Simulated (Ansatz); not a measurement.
`[AlH2][O][SnH2][SiH3]` + `CN[SiH](O)O` → `C[NH][SnH2][SiH3]` + `O[SiH](O)[O][AlH2]`  (redistribution)

Gas-phase electronic energies from Ansatz, PBE0-D4/def2-TZVP geometries. CCSD(T)/CBS is the MP2 limit (def2-TZVPP, def2-QZVPP) plus CCSD(T) − MP2 in def2-TZVPP, frozen cores. DFT in def2-TZVPP. def2 core potentials past Kr. For Sn outer-core shells are correlated without core-valence functions, which leaves a few kJ/mol of doubt a bond. Each species was taken in one conformer, which may not be the lowest.

Is it downhill or uphill in electronic energy at CCSD(T)/CBS, and by how much? (Estimate.)

Computed: Downhill: ΔE = -24.8 kJ/mol.

What do these levels give: ωB97X-V, ωB97M-V, r2SCAN, MP2/def2-TZVPP, CCSD/def2-TZVPP, SCS-MP2/def2-QZVPP? (Estimate.)

The calculation gave: ωB97X-V -21.5, ωB97M-V -22.7, r2SCAN -23.3, MP2/def2-TZVPP -27.8, CCSD/def2-TZVPP -28.4, SCS-MP2/def2-QZVPP -25.2 kJ/mol.

Largest T1 diagnostic among the species: 0.014.
